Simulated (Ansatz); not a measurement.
Input file for Ansatz (a first-principles code): R-r2SCAN/def2-TZVPPD on CH5BrO (a complex), monomers drawn apart or pushed together. Files ending in .json are basis or fitting sets from the Basis Set Exchange.

Ansatz 0.2 input:
```yaml
crystal:
  periodic: [false, false, false]
  atoms:
    - {symbol: O, position_ang: [0.34622330, 0.03161449, -0.11398864]}
    - {symbol: H, position_ang: [-0.02326593, 0.55664892, 0.60845326]}
    - {symbol: H, position_ang: [-0.32053056, 0.05273740, -0.80785887]}
    - {symbol: C, position_ang: [0.09734000, -1.45512808, 2.60378168]}
    - {symbol: Br, position_ang: [-0.78724319, 0.28042518, 2.86578883]}
    - {symbol: H, position_ang: [0.96170020, -1.47497854, 3.25763832]}
    - {symbol: H, position_ang: [0.37975099, -1.50654034, 1.55798716]}
    - {symbol: H, position_ang: [-0.61997569, -2.22270772, 2.87105211]}
basis:
  gaussian:
    orbitals: def2-TZVPPD.json
hamiltonian:
  xc: {name: r2SCAN}
scf: {lower_state_search: off}
```

Q: Predict the final total energy.

A: -2690.4694 hartree.

Q: How many basis functions does it have, and what does it roughly cost on one machine?

A: 219 functions; about 6 core-seconds (a rough figure).
